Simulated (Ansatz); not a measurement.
[GeI3]- (GeI3⁻), 4 atoms. Hardware: 4 threads of Arm Neoverse V2 on a shared host.

In the def2 sets I takes a core potential; there is no spin–orbit coupling.

**Question.** How many basis functions does each of these Ansatz runs have, and roughly what does it cost? r2SCAN-D4/def2-TZVPD, charge -1 singlet, energy, from earlier orbitals; HSE06-D4/def2-TZVPD, charge -1 singlet, energy, from earlier orbitals; PBE-D4/def2-TZVPD, charge 0 doublet, energy, from earlier orbitals; HF/STO-3G, charge -1 singlet, energy; LC-ωPBE (ω = 0.10 bohr⁻¹)/def2-TZVPD, charge 0 doublet at the geometry of the charge -1 singlet, energy, from earlier orbitals; PBE-D4/def2-TZVPD, charge -1 singlet, energy and forces, from earlier orbitals; LC-ωPBE (ω = 0.10 bohr⁻¹)/def2-TZVPD, charge -1 singlet, energy, from earlier orbitals; PBE0-D4/def2-SVPD, charge -1 singlet, relaxation, 4 steps; r2SCAN-D4/def2-TZVPD, charge 0 doublet at the geometry of the charge -1 singlet, energy, from earlier orbitals; PBE-D4/def2-SVPD, charge -1 singlet, energy, from earlier orbitals; PBE-D4/def2-TZVPD, charge 0 doublet at the geometry of the charge -1 singlet, energy, from earlier orbitals; PBE0-D4/def2-TZVPD, charge -1 triplet at the geometry of the charge -1 singlet, energy.

**Answer.** Other jobs shared the machine, so times can vary by a factor of up to 3. A dash marks memory too small to be measured apart from the calling script's.

| run | functions | fitting or Cholesky vectors | wall time | peak host memory (GiB) |
| --- | --- | --- | --- | --- |
| HF/STO-3G, charge -1 singlet, energy | 99 | 1019 | 0.95 s | – |
| PBE-D4/def2-SVPD, charge -1 singlet, energy, from earlier orbitals | 143 | 1552 | 1.4 s | – |
| PBE-D4/def2-TZVPD, charge -1 singlet, energy and forces, from earlier orbitals | 231 | 1615 | 2.9 s | – |
| LC-ωPBE (ω = 0.10 bohr⁻¹)/def2-TZVPD, charge -1 singlet, energy, from earlier orbitals | 231 | 1615 | 3.7 s | – |
| HSE06-D4/def2-TZVPD, charge -1 singlet, energy, from earlier orbitals | 231 | 1803 | 5 s | 1 |
| PBE-D4/def2-TZVPD, charge 0 doublet, energy, from earlier orbitals | 231 | 1615 | 5.5 s | – |
| PBE-D4/def2-TZVPD, charge 0 doublet at the geometry of the charge -1 singlet, energy, from earlier orbitals | 231 | 1615 | 5.5 s | – |
| r2SCAN-D4/def2-TZVPD, charge -1 singlet, energy, from earlier orbitals | 231 | 1615 | 5.5 s | – |
| PBE0-D4/def2-SVPD, charge -1 singlet, relaxation, 4 steps | 143 | 1888 | 12 s | – |
| r2SCAN-D4/def2-TZVPD, charge 0 doublet at the geometry of the charge -1 singlet, energy, from earlier orbitals | 231 | 1615 | 12 s | – |
| LC-ωPBE (ω = 0.10 bohr⁻¹)/def2-TZVPD, charge 0 doublet at the geometry of the charge -1 singlet, energy, from earlier orbitals | 231 | 1615 | 19 s | 0.92 |
| PBE0-D4/def2-TZVPD, charge -1 triplet at the geometry of the charge -1 singlet, energy | 231 | 1803 | 21 s | 1.3 |
